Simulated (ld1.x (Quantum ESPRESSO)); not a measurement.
# Li: what ld1.x (Quantum ESPRESSO) 7.5 does with a changed input

Command:

```bash
ld1.x < Li.in > Li.out
```

Input:

```
&input
   title='Li', zed=3., rel=0, dft='PZ', iswitch=3,
   config='[He] 2s1 2p0',
   nld=2, rlderiv=5.10, eminld=-6.0, emaxld=5.0, deld=0.02
 /
 &inputp
   pseudotype=3, lpaw=.true., tm=.true., lloc=-1, rcloc=3.45,
   nlcc=.false.,
   which_augfun='PSQ', rmatch_augfun_nc=.true.,
   file_pseudopw='Li.UPF', file_wfcaegen='ae.wfc', file_wfcncgen='nc.wfc', file_beta='beta', file_chi='chi', file_wfcusgen='us.wfc'
 /
4
1S  1  0   2.00   0.00  0.90  1.00  0.0
2S  2  0   1.00   0.00  1.00  0.90  0.0
2P  2  1   0.00   0.00  3.75  4.70  0.0
2P  2  1   0.00   0.25  3.75  4.70  0.0
 &test
   configts(1)='1s2 2s1 2p0'
 /
```

Output:

```
Program LD1 v.7.5

 %%%%%%%%%%%%%%%%%%%%%%%%%%%%%%%%%%%%%%%%%%%%%%%%%%%%%%%%%%%%%%%%%%%%%%%%%%%%%%
     Error in routine read_psconfig (1):
     rcut or rcutus is wrong
 %%%%%%%%%%%%%%%%%%%%%%%%%%%%%%%%%%%%%%%%%%%%%%%%%%%%%%%%%%%%%%%%%%%%%%%%%%%%%%

     stopping ...
```

This input was made by a single change from one that runs to its end. What was changed?

The change: rcut and rcutus of 2S swapped. The program refuses the input: "read_psconfig: rcut or rcutus is wrong".
